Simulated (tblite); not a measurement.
C3H6F3N (charge +1 and doublet state).
Z-matrix (Å and degrees, GFN2-xTB geometry), rows numbered from 1:
```
C 
C   1  1.5053
N   2  1.3779  1  115.79
C   2  1.6473  1  107.88  3   122.58
F   4  1.3090  2  109.20  1    57.98
F   4  1.3154  2  108.68  1   178.46
F   4  1.3145  2  108.29  1   -62.27
H   1  1.0881  2  111.35  3  -175.42
H   1  1.0935  2  109.04  3    65.24
H   1  1.0915  2  112.68  3   -52.96
H   2  1.1077  1  112.67  3  -128.90
H   3  1.0137  2  120.71  1    17.26
H   3  1.0132  2  121.52  1  -169.07
```

Computed values, GFN2-xTB/tblite, gas phase, harmonic and unscaled. Against measured fundamentals such values can be off by several per cent, at times by over 20. One conformer, not necessarily the lowest. Open shells enter through the occupations alone, without spin polarisation, and single modes of such species can be off by tens of per cent.

Harmonic wavenumbers (cm⁻¹): 73.6, 155.9, 191.3, 219.7, 289.9, 319.8, 360.3, 438.9, 486.6, 499.3, 523.4, 578.5, 679.8, 918.0, 951.6, 976.5, 1004.9, 1098.6, 1124.6, 1171.4, 1182.3, 1216.7, 1303.7, 1366.3, 1378.8, 1409.5, 1431.5, 2790.4, 2972.4, 3009.2, 3058.3, 3365.0, 3418.0.

A = 3483, B = 2412, C = 1962 MHz; mass 113.045 u (most abundant isotopes); point group C1, symmetry number 1; spin multiplicity 2.

**Question.** Zero-point energy?

**Answer.** Half the sum of the wavenumbers: 19982 cm⁻¹ = 239.04 kJ/mol.

**Question.** Give the ideal-gas entropy at 350 K and 1 bar in the rigid-rotor, harmonic-oscillator model (classical rotation).

**Answer.** Translation 171.15, rotation 116.51, vibration 96.57, spin (R ln 2) 5.76: S = 390.0 J/(mol K).

**Question.** And Cp and H(350 K) − H(0)?

**Answer.** Cp = 143.94 J/(mol K), of which vibrations give 110.68 (their classical limit is 33 R = 274.4); H(350 K) − H(0) = 30.78 kJ/mol without the zero-point energy, 19.14 from vibrations.

**Question.** How do the functions run with temperature in this model?

**Answer.** 
| T (K) | S (J/(mol K)) | Cp (J/(mol K)) | H − H(0) (kJ/mol) | G − H(0) (kJ/mol) | ln q(vib) |
| --- | --- | --- | --- | --- | --- |
| 100 | 268.5 | 61.9 | 4.43 | -22.42 | 0.68 |
| 200 | 323.0 | 98.4 | 12.51 | -52.09 | 2.28 |
| 300 | 368.9 | 129.6 | 23.94 | -86.74 | 4.10 |
| 500 | 447.6 | 179.5 | 55.18 | -168.64 | 7.85 |
| 800 | 542.6 | 223.6 | 116.34 | -317.78 | 13.18 |
| 1000 | 594.6 | 242.0 | 163.00 | -431.63 | 16.42 |

q(vib) and H(0) count from the zero-point level.

**Question.** What must be added to the electronic energy to get the Gibbs energy at 350 K and 1 bar?

**Answer.** ZPE + [H(350 K) − H(0)] − T·S = 239.04 + 30.78 − 136.50 = 133.32 kJ/mol.

**Question.** Blend soft modes into free rotors: weight 1/[1 + (100 cm⁻¹/ν̃)⁴] for the oscillator and the rest for a rotor with moment μB/(μ + B), μ = h/(8π²ν), B = 10⁻⁴⁴ kg m². What vibrational entropy results?

**Answer.** 92.97 J/(mol K) in place of 96.57, which changes −T·S at 350 K by +1.26 kJ/mol.

Hindered rotation and anharmonicity are outside this model. Other conformers, if any are populated, would add a mixing term that is left out. The structure is chiral; the term R ln 2 for an equal mix with its mirror image is left out.
